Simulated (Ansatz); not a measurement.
Species: CHOSe, SMILES `O=[C][SeH]` (O–C–Se–H torsion 180°) (charge 0, multiplicity 2).

**Question.** Give a relaxed geometry from PBE-D3(BJ)/def2-TZVP (Ansatz, a first-principles code).

**Answer.** Several could match; the one computed here: the end point of this relaxation, one of several conformers (outside a Z-matrix the atoms follow the SMILES, hydrogens last).
Bond lengths (Å): O1–C2 1.172, C2–Se3 2.007, Se3–H4 1.479. Bond angles (°): O1–C2–Se3 128.2, C2–Se3–H4 89.9.
